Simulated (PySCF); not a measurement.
C3H2O, SMILES C(=C=O)=C. Atoms are numbered in the order given.

```xyz
6

C     -0.1019     1.8405     0.0000
C      0.2804     0.5657     0.0000
C     -0.0054    -0.7045     0.0000
O     -0.0639    -1.8770     0.0000
H      0.6321     2.6587     0.0000
H     -1.1597     2.1466     0.0000
```
Charge 0, spin multiplicity 1.

Coordinates come from a r2SCAN-D4/def2-SVP optimisation.

Level of theory: PBE0/pcJ-1 (PySCF).

Isotropic couplings with Fermi-contact, spin-dipole and both spin-orbit terms, one fixed conformer, no vibrational averaging. Isotopes: 13C, 1H.

```tsv
pair	bonds apart	J (Hz)
C1–C2	1	112.4
C1–H5	1	174.3
C1–H6	1	169.5
C2–C3	1	…
C1–C3	2	7.5
C2–H5	2	…
C2–H6	2	…
H5–H6	2	…
C3–H5	3	19.2
C3–H6	3	8.6
```

### Question
Some entries are withheld; supply them. (The exact figures need the calculation; the answer reports its results.)

### Answer

- C2–C3, J (Hz): 145.9
- C2–H5, J (Hz): 6.4
- C2–H6, J (Hz): -15.0
- H5–H6, J (Hz): -1.5
